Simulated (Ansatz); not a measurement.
Start from `[F][Ga]([Br])[Br]` and change one atom or group to get `[F][GaH][Br]`.

Ansatz, PBE0-D4/def2-TZVP geometries, multiplicity 1. 

Scalar relativity is left out up to krypton.

| property | `[F][Ga]([Br])[Br]` |
| --- | --- |
| HOMO energy (PBE/def2-TZVPP) / eV | -7.69 |
| LUMO energy (B3LYP/def2-TZVPP) / eV | -2.51 |
| size of the dipole moment (PBE/def2-TZVPP) / D | 1.07 |
| LUMO energy (ωB97M-V/def2-TZVPP) / eV | -0.25 |
| HOMO energy (B3LYP/def2-TZVPP) / eV | -8.73 |
| HOMO–LUMO gap (PBE0/def2-TZVPP) / eV | 6.83 |

Q: Give the same properties after the change, and the shifts. (Estimate.)

A: Computed: 
| property | `[F][GaH][Br]` | shift |
| --- | --- | --- |
| HOMO energy (PBE/def2-TZVPP) / eV | -7.47 | 0.22 |
| LUMO energy (B3LYP/def2-TZVPP) / eV | -1.91 | 0.60 |
| size of the dipole moment (PBE/def2-TZVPP) / D | 1.87 | 0.80 |
| LUMO energy (ωB97M-V/def2-TZVPP) / eV | 0.10 | 0.35 |
| HOMO energy (B3LYP/def2-TZVPP) / eV | -8.51 | 0.22 |
| HOMO–LUMO gap (PBE0/def2-TZVPP) / eV | 7.16 | 0.33 |

With PBE0 the HOMO rises by 0.23 eV and the LUMO rises by 0.56 eV, so the gap widens by about 0.33 eV. PBE moves the HOMO by 0.22 eV and ωB97M-V by 0.22 eV. Dipoles are sizes alone; their direction can turn.

B3LYP here is the variant with VWN-RPA as its local correlation; programs differ in this.

Spin–orbit coupling is left out; it splits and shifts lone-pair levels of the heavy atoms by tenths of an eV.
